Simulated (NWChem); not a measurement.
Species: ZrN2H4F2; SMILES [F][Zr]([NH2])([F])[NH2]

```xyz
9

Zr    -0.0165    -0.0334    -0.0337
F      0.9691    -1.6114    -0.5052
F     -1.8718    -0.1960    -0.4977
N      0.1192     0.2282     1.9720
H     -0.2140    -0.4455     2.6601
H      0.5126     1.0222     2.4709
N      0.7993     1.6114    -0.8838
H      1.7663     1.7070    -1.1902
H      0.2902     2.4419    -1.1827
```
Atoms are numbered in this order, from 1.

Results from NWChem. The geometry was optimised at PBE0/def2-SVP. No frequency run checked for a minimum. def2 effective core potentials on Zr; no spin-orbit coupling. Level r2SCAN/def2-SVP: energy and gradient on several grids; changes count from the extra-fine grid, which is no exact limit either.

```
grid     size of the energy change (μHa)  largest change of a gradient component (μHa/bohr)  time, medium = 1 (rough)
-------  -------------------------------  -------------------------------------------------  ------------------------
xcoarse                            10000                                               5000                   about 1
coarse                              2000                                                500                   about 1
medium                               400                                                200                   about 1
fine                                  60                                                 30                   about 1
xfine                               < 10                                               < 30                         2
```
